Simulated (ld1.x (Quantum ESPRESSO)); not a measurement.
# Transferability test, PAW potential for terbium

terbium, PAW, made with ld1.x (Quantum ESPRESSO) 7.5 (PBE, fully relativistic). Core [Kr] 4d10, reference 4f9 5s2 5p6 5d0 6s2 6p0. Waves: 5s (bound): rcut 1.70, rcutus 1.85 bohr; 6s (bound): rcut 1.70, rcutus 1.85 bohr; 5p (bound): rcut 2.35, rcutus 2.60 bohr; 6p (bound, empty): rcut 2.35, rcutus 2.60 bohr; 5d (bound, empty): rcut 1.90, rcutus 2.60 bohr; 5d channel at 1.35 Ry: rcut 1.90, rcutus 2.60 bohr; 4f (bound): rcut 1.30, rcutus 1.50 bohr; 4f channel at 2.95 Ry: rcut 1.30, rcutus 1.50 bohr. Local part: all-electron potential smoothed inside 2.35 bohr (lloc = -1). Core correction: Bessel-smoothed model core inside 0.95 bohr. Augmentation charge: PSQ, inside the norm-conserving radii.

Open shells are filled in proportion to 2j + 1 (rel_dist='average').

Energies are relative to the spin-unpolarised reference configuration 4f9 5s2 5p6 5d0 6s2 6p0; without spin polarisation the order of configurations can differ from experiment. Not all tests gave a result: test run stopped at test 7 of 7 (negative rho).

**Question.** Give the all-electron excitation energy and the error of the potential for: 4f9 5s2 5p6 5d0 6s1 6p0; 4f9 5s2 5p6 5d0 6s0 6p0; 4f8 5s2 5p6 5d0 6s0 6p0; 4f9 5s1 5p6 5d0 6s2 6p0; 4f9 5s2 5p5 5d0 6s2 6p0; 4f8 5s2 5p6 5d1 6s1 6p0.

**Answer.**

```json
{"valence configuration": "4f9 5s2 5p6 5d0 6s1 6p0", "charge": "+1", "ΔE all-electron (eV)": "6.166", "error AE − PS (meV)": "-0.3"}
{"valence configuration": "4f9 5s2 5p6 5d0 6s0 6p0", "charge": "+2", "ΔE all-electron (eV)": "17.690", "error AE − PS (meV)": "-2.1"}
{"valence configuration": "4f8 5s2 5p6 5d0 6s0 6p0", "charge": "+3", "ΔE all-electron (eV)": "42.915", "error AE − PS (meV)": "-611"}
{"valence configuration": "4f9 5s1 5p6 5d0 6s2 6p0", "charge": "+1", "ΔE all-electron (eV)": "53.175", "error AE − PS (meV)": "-139"}
{"valence configuration": "4f9 5s2 5p5 5d0 6s2 6p0", "charge": "+1", "ΔE all-electron (eV)": "30.223", "error AE − PS (meV)": "-49"}
{"valence configuration": "4f8 5s2 5p6 5d1 6s1 6p0", "charge": "+1", "ΔE all-electron (eV)": "10.782", "error AE − PS (meV)": "-415"}
```

These tests converged, but a pseudo level misses the all-electron one widely, so the file describes the atom poorly there or has found another state: 4f8 5s2 5p6 5d0 6s0 6p0: empty 6p by 5.4 eV (a node warning on the way).

The ghost test of this file was not conclusive.
